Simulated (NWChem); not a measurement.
The numbers come from NWChem runs, not from measurements. System: BBr2, charge 1, spin multiplicity 1, at the geometry of a parent with another charge or spin, in a state set for the comparison that need not be this species' ground state. Level: PBE0/def2-SVPD.

Input file:

```
start mol
memory heap 200 mb stack 900 mb global 1100 mb
charge 1
geometry units angstroms nocenter noautoz
  Br     1.677202     0.000000     0.056792
  B      0.000000     0.000000    -0.795089
  Br    -1.677202     0.000000     0.056792
  symmetry group C2v
end
basis spherical
  * library def2-svpd
end
dft
  xc pbe0
  semidirect memsize 60000000 filesize 0
  iterations 100
end
task dft energy
```

NWChem printed:

```
             Northwest Computational Chemistry Package (NWChem) 7.3.0
             --------------------------------------------------------

                                NWChem Input Module
                                -------------------

 Scaling coordinates for geometry "geometry" by  1.889725989
 (inverse scale =  0.529177249)

 Turning off AUTOSYM since
 SYMMETRY directive was detected!

                             Geometry "geometry" -> ""
                             -------------------------

 Output coordinates in angstroms (scale by  1.889725989 to convert to a.u.)

  No.       Tag          Charge          X              Y              Z
 ---- ---------------- ---------- -------------- -------------- --------------
    1 Br                  35.0000     1.67720200     0.00000000     0.05679200
    2 B                    5.0000     0.00000000     0.00000000    -0.79508900
    3 Br                  35.0000    -1.67720200     0.00000000     0.05679200

 Effective nuclear repulsion energy (a.u.)     291.7081191421

            Nuclear Dipole moment (a.u.)
            ----------------------------
        X                 Y               Z
 ---------------- ---------------- ----------------
     0.0000000000     0.0000000000    -0.0000094486

      Symmetry information
      --------------------

 Group name             C2v
 Group number             16
 Group order               4
 No. of unique centers     2

      Symmetry unique atoms

     1    2


 Summary of "ao basis" -> "" (spherical)
 ------------------------------------------------------------------------------
       Tag                 Description            Shells   Functions and Types
 ---------------- ------------------------------  ------  ---------------------
 *                         def2-svpd                  on all atoms

                                 NWChem DFT Module
                                 -----------------

 Summary of "ao basis" -> "ao basis" (spherical)
 ------------------------------------------------------------------------------
       Tag                 Description            Shells   Functions and Types
 ---------------- ------------------------------  ------  ---------------------
 Br                        def2-svpd                15       41   6s5p4d
 B                         def2-svpd                 8       20   4s2p2d

 Summary of "ao basis" -> "ao basis" (spherical)
 ------------------------------------------------------------------------------
       Tag                 Description            Shells   Functions and Types
 ---------------- ------------------------------  ------  ---------------------
 Br                        def2-svpd                15       41   6s5p4d
 B                         def2-svpd                 8       20   4s2p2d

      Symmetry analysis of basis
      --------------------------

        a1         38
        a2         15
        b1         32
        b2         17

            General Information
            -------------------
          SCF calculation type: DFT
          Wavefunction type:  closed shell.
          No. of atoms     :     3
          No. of electrons :    74
           Alpha electrons :    37
            Beta electrons :    37
          Charge           :     1
          Spin multiplicity:     1
          Use of symmetry is: on ; symmetry adaption is: on
          Maximum number of iterations: 100
          AO basis - number of functions:   102
                     number of shells:    38
          Convergence on energy requested:  1.00D-06
          Convergence on density requested:  1.00D-05
          Convergence on gradient requested:  5.00D-04

              XC Information
              --------------
                         PBE0 Method XC Functional
                     Hartree-Fock (Exact) Exchange  0.250
          PerdewBurkeErnzerhof Exchange Functional  0.750
            Perdew 1991 LDA Correlation Functional  1.000 local
           PerdewBurkeErnz. Correlation Functional  1.000 non-local

             Grid Information
             ----------------
          Grid used for XC integration:  medium
          Radial quadrature: Mura-Knowles
          Angular quadrature: Lebedev.
          Tag              B.-S. Rad. Rad. Pts. Rad. Cut. Ang. Pts.
          ---              ---------- --------- --------- ---------
          Br                  1.15      112          13.0       590
          B                   0.85       49          11.0       434
          Grid pruning is: on
          Number of quadrature shells:   161
          Spatial weights used:  Erf1

          Convergence Information
          -----------------------
          Convergence aids based upon iterative change in
          total energy or number of iterations.
          Levelshifting, if invoked, occurs when the
          HOMO/LUMO gap drops below (HL_TOL):  1.00D-02
          DIIS, if invoked, will attempt to extrapolate
          using up to (NFOCK): 10 stored Fock matrices.

                    Damping( 0%)  Levelshifting(0.5)       DIIS
                  --------------- ------------------- ---------------
          dE  on:    start            ASAP                start
          dE off:    2 iters        100 iters           100 iters

      Screening Tolerance Information
      -------------------------------
          Density screening/tol_rho:  1.00D-10
          AO Gaussian exp screening on grid/accAOfunc:  14
          CD Gaussian exp screening on grid/accCDfunc:  20
          XC Gaussian exp screening on grid/accXCfunc:  20
          Schwarz screening/accCoul:  1.00D-08

      Superposition of Atomic Density Guess
      -------------------------------------

 Sum of atomic energies:       -5168.68073004

 Renormalizing density from      75.00 to     74

      Non-variational initial energy
      ------------------------------

 Total energy =   -5127.035038
 1-e energy   =   -7673.782649
 2-e energy   =    2255.039492
 HOMO         =      -0.733615
 LUMO         =      -0.395665

      Symmetry analysis of molecular orbitals - initial
      -------------------------------------------------

  Numbering of irreducible representations:

     1 a1          2 a2          3 b1          4 b2

  Orbital symmetries:

     1 b1          2 a1          3 a1          4 b1          5 b1
     6 a1          7 a1          8 b1          9 a2         10 b2
    11 a1         12 b1         13 a1         14 b1         15 a1
    16 b1         17 b2         18 a2         19 a1         20 a1
    21 b1         22 a1         23 b1         24 b2         25 a2
    26 a1         27 b2         28 a2         29 b1         30 a1
    31 b1         32 a1         33 b1         34 a1         35 b2
    36 a2         37 b1         38 a1         39 b2         40 a1
    41 a1         42 b1         43 b2         44 a1         45 b1
    46 a1         47 a2

------------------------------------------------------------
EAF file 0: "./mol.aoints.0" size=524288 bytes
------------------------------------------------------------
               write      read    awrite     aread      wait
               -----      ----    ------     -----      ----
     calls:        1         0         0         0         0
   data(b): 5.24e+05  0.00e+00  0.00e+00  0.00e+00
   time(s): 0.00e+00  0.00e+00  0.00e+00  0.00e+00  0.00e+00
rate(mb/s): 0.00e+00  0.00e+00
------------------------------------------------------------

   convergence    iter        energy       DeltaE   RMS-Dens  Diis-err    time
 ---------------- ----- ----------------- --------- --------- ---------  ------
 d= 0,ls=0.0,diis     1  -5171.1368739139 -5.46D+03  3.85D-02  8.48D+00     1.3
 d= 0,ls=0.0,diis     2  -5169.8432427938  1.29D+00  3.33D-02  1.65D+01     1.4
 d= 0,ls=0.0,diis     3  -5171.3498334951 -1.51D+00  1.10D-02  1.10D+00     1.4
 d= 0,ls=0.0,diis     4  -5171.5651116777 -2.15D-01  1.75D-03  5.82D-02     1.5
 d= 0,ls=0.0,diis     5  -5171.5732830800 -8.17D-03  5.45D-04  4.39D-03     1.6
  Resetting Diis
 d= 0,ls=0.0,diis     6  -5171.5739585828 -6.76D-04  1.23D-04  2.48D-04     1.7
 d= 0,ls=0.0,diis     7  -5171.5740009765 -4.24D-05  7.63D-05  1.35D-05     1.8
 d= 0,ls=0.0,diis     8  -5171.5739964525  4.52D-06  5.54D-05  4.15D-05     1.9
 d= 0,ls=0.0,diis     9  -5171.5740031398 -6.69D-06  8.07D-06  1.01D-06     2.0
 d= 0,ls=0.0,diis    10  -5171.5740033003 -1.60D-07  6.98D-07  2.54D-09     2.1

         Total DFT energy =    -5171.574003300251
      One electron energy =    -7759.073289404925
           Coulomb energy =     2481.522365832003
    Exchange-Corr. energy =     -185.731198869452
 Nuclear repulsion energy =      291.708119142124

 Numeric. integr. density =       73.999996020513

     Total iterative time =      1.6s

                  Occupations of the irreducible representations
                  ----------------------------------------------

                     irrep           alpha         beta
                     --------     --------     --------
                     a1               14.0         14.0
                     a2                5.0          5.0
                     b1               13.0         13.0
                     b2                5.0          5.0

                       DFT Final Molecular Orbital Analysis
                       ------------------------------------

 Vector   35  Occ=2.000000D+00  E=-6.054848D-01  Symmetry=b2
              MO Center=  7.4D-14, -2.0D-15, -1.3D-01, r^2= 3.4D+00
   Bfn.  Coefficient  Atom+Function         Bfn.  Coefficient  Atom+Function
  ----- ------------  ---------------      ----- ------------  ---------------
    14      0.352006  1 Br py                75      0.352006  3 Br py
    17      0.335541  1 Br py                78      0.335541  3 Br py
    47     -0.284723  2 B  py                11     -0.227492  1 Br py
    72     -0.227492  3 Br py                 8      0.073832  1 Br py
    69      0.073832  3 Br py                50      0.061760  2 B  py

 Vector   36  Occ=2.000000D+00  E=-5.590456D-01  Symmetry=a2
              MO Center= -7.4D-14,  1.3D-17,  2.4D-02, r^2= 4.1D+00
   Bfn.  Coefficient  Atom+Function         Bfn.  Coefficient  Atom+Function
  ----- ------------  ---------------      ----- ------------  ---------------
    17      0.417264  1 Br py                78     -0.417264  3 Br py
    14      0.410225  1 Br py                75     -0.410225  3 Br py
    11     -0.263731  1 Br py                72      0.263731  3 Br py
     8      0.085498  1 Br py                69     -0.085498  3 Br py
    52      0.038857  2 B  d -2              20      0.033803  1 Br py

 Vector   37  Occ=2.000000D+00  E=-5.492586D-01  Symmetry=b1
              MO Center= -1.1D-14,  1.5D-16,  7.9D-04, r^2= 4.2D+00
   Bfn.  Coefficient  Atom+Function         Bfn.  Coefficient  Atom+Function
  ----- ------------  ---------------      ----- ------------  ---------------
    15      0.322320  1 Br pz                76     -0.322320  3 Br pz
    18      0.319982  1 Br pz                79     -0.319982  3 Br pz
    13     -0.269016  1 Br px                16     -0.269054  1 Br px
    74     -0.269016  3 Br px                77     -0.269054  3 Br px
    12     -0.206166  1 Br pz                73      0.206166  3 Br pz

 Vector   38  Occ=0.000000D+00  E=-3.874242D-01  Symmetry=a1
              MO Center= -1.6D-14,  4.4D-15, -8.1D-01, r^2= 2.9D+00
   Bfn.  Coefficient  Atom+Function         Bfn.  Coefficient  Atom+Function
  ----- ------------  ---------------      ----- ------------  ---------------
    48      0.483782  2 B  pz                43      0.391764  2 B  s
    44      0.370802  2 B  s                 18      0.293932  1 Br pz
    79      0.293932  3 Br pz                15      0.256667  1 Br pz
    76      0.256667  3 Br pz                51     -0.236636  2 B  pz
    12     -0.160800  1 Br pz                73     -0.160800  3 Br pz

 Vector   39  Occ=0.000000D+00  E=-3.193087D-01  Symmetry=b2
              MO Center= -3.6D-14, -5.7D-15, -5.3D-01, r^2= 2.9D+00
   Bfn.  Coefficient  Atom+Function         Bfn.  Coefficient  Atom+Function
  ----- ------------  ---------------      ----- ------------  ---------------
    47      0.649865  2 B  py                50     -0.406860  2 B  py
    17      0.288988  1 Br py                78      0.288988  3 Br py
    14      0.223057  1 Br py                75      0.223057  3 Br py
    11     -0.139172  1 Br py                72     -0.139172  3 Br py
    32      0.067325  1 Br d -2              93     -0.067325  3 Br d -2

 Vector   40  Occ=0.000000D+00  E=-1.919849D-01  Symmetry=a1
              MO Center= -2.7D-13, -5.0D-16, -5.6D-02, r^2= 5.2D+00
   Bfn.  Coefficient  Atom+Function         Bfn.  Coefficient  Atom+Function
  ----- ------------  ---------------      ----- ------------  ---------------
    43      0.540761  2 B  s                 44      0.460019  2 B  s
    48     -0.431513  2 B  pz                16      0.426360  1 Br px
    77     -0.426360  3 Br px                51      0.358303  2 B  pz
     5     -0.297817  1 Br s                 66     -0.297817  3 Br s
    13      0.239154  1 Br px                74     -0.239154  3 Br px

 center of mass
 --------------
 x =   0.00000000 y =   0.00000000 z =   0.00358223

 moments of inertia (a.u.)
 ------------------
          26.692340263258           0.000000000000           0.000000000000
           0.000000000000        1632.283121203481           0.000000000000
           0.000000000000           0.000000000000        1605.590780940224

     Multipole analysis of the density
     ---------------------------------

     L   x y z        total         alpha         beta         nuclear
     -   - - -        -----         -----         ----         -------
     0   0 0 0      1.000000    -37.000000    -37.000000     75.000000

     1   1 0 0     -0.000000     -0.000000     -0.000000      0.000000
     1   0 1 0     -0.000000     -0.000000     -0.000000      0.000000
     1   0 0 1     -0.519292     -0.259641     -0.259641     -0.000009

     2   2 0 0    -18.370873   -360.775392   -360.775392    703.179911
     2   1 1 0     -0.000000     -0.000000     -0.000000      0.000000
     2   1 0 1      0.000000      0.000000      0.000000      0.000000
     2   0 2 0    -28.712525    -14.356262    -14.356262      0.000000
     2   0 1 1      0.000000      0.000000      0.000000      0.000000
     2   0 0 2    -25.624230    -18.859009    -18.859009     12.093787

 Task  times  cpu:        2.1s     wall:        2.1s

 Total times  cpu:        2.1s     wall:        2.1s
```
